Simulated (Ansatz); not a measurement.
Reaction (ligand exchange at a Ge–N bond): `[NH2][GeH]` + CH₃OH → `C[O][GeH]` + NH₃

Isolated molecules relaxed with PBE0-D4/def2-TZVP in Ansatz; ΔE leaves out vibrations. CCSD(T)/CBS adds triple-zeta CCSD(T) − MP2 to the extrapolated MP2 energy (def2 sets, frozen cores). This one scheme is used for every species. For Ge outer-core shells are correlated without core-valence functions, which leaves a few kJ/mol of doubt a bond. Scalar relativity is left out up to krypton.

```json
{"species": "`[NH2][GeH]`", "MP2/def2-TZVPP energy (Eh)": "-2132.03495"}
{"species": "CH₃OH", "MP2/def2-TZVPP energy (Eh)": "-115.52185"}
{"species": "`C[O][GeH]`", "MP2/def2-TZVPP energy (Eh)": "-2191.10501"}
{"species": "NH₃", "MP2/def2-TZVPP energy (Eh)": "-56.45581"}
```

(1) Work out ΔE.

Largest T1 diagnostic among the species: 0.016.

Results:

(1) ΔE = (-2191.10501) + (-56.45581) − (-2132.03495) − (-115.52185) = -0.00402 Eh = -10.6 kJ/mol. CCSD(T)/CBS gives -9.6 kJ/mol.

From BLYP to BHLYP (50 % exact exchange), in def2-TZVPP and without D4, ΔE moves by +5.5 kJ/mol. Leaving LDA and LC-ωPBE aside and taking each functional with its dispersion term where it has one, the values, not all of them listed here, spread over 10.9 kJ/mol, from BLYP-D4 to PBE-QIDH.
